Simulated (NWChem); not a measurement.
Species: GeH$_{3}$O$_{3}$ cation

```xyz
7

O     -1.6799     0.2200     0.0000
Ge    -0.0026     0.0096     0.0000
O      0.6055    -1.5799     0.0000
O      0.8442     1.4783     0.0000
H     -2.2377    -0.5765     0.0000
H      1.5618    -1.7502     0.0000
H      1.8149     1.4859     0.0000
```
Atoms are numbered in this order, from 1.

Structure relaxed at the PBE0/def2-SVP level.

Task: Give the principal values of the shielding tensors (ppm) of O1, Ge2, O3, O4 from KT2/pcSseg-1, GIAO (NWChem), with their diamagnetic and paramagnetic parts as GIAO splits them.

Result: 
| atom | σ11 | σ22 | σ33 | isotropic | diamagnetic | paramagnetic |
|---|---|---|---|---|---|---|
| O1 | 150.6 | 250.6 | 300.6 | 233.9 | 390.9 | -156.9 |
| Ge2 | 1105.5 | 1357.5 | 1391.1 | 1284.7 | 2762.0 | -1477.3 |
| O3 | 68.8 | 223.9 | 293.8 | 195.5 | 391.1 | -195.6 |
| O4 | 100.3 | 235.5 | 301.4 | 212.4 | 390.6 | -178.2 |
